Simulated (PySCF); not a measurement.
**Radial density of C (carbon, neutral)**

M06, [He] 2s1 2p2 3s1, high-spin 5P determinant (an excited configuration). Computed with PySCF 2.14 in dyall-acv3z (15s9p4d2f, 76 functions), with the spin-free X2C one-electron Hamiltonian (Gaussian nucleus).

```
r (bohr)  4πr²ρ (e/bohr)  4πr²(ρα − ρβ)
 0.00362         0.02044         0.0006
 0.00608         0.05558         0.0015
  0.0102          0.1485         0.0042
  0.0172          0.3849         0.0108
  0.0289          0.9459         0.0266
  0.0487           2.117         0.0596
  0.0819           4.017         0.1121
   0.138           5.861         0.1572
   0.232           5.684         0.1670
   0.390           3.001         0.3273
   0.655           1.601         1.1809
    1.10           2.036         2.0266
    1.85           1.137         1.1372
    3.12          0.2589         0.2589
    5.25          0.2600         0.2600
    8.82         0.02236         0.0224
```

Densities and radii are taken from the X2C orbitals without a picture-change correction, which distorts them close to the nucleus.

The outer electron is Rydberg-like, and this basis confines it to a smaller radius and binds it less than a complete one would.
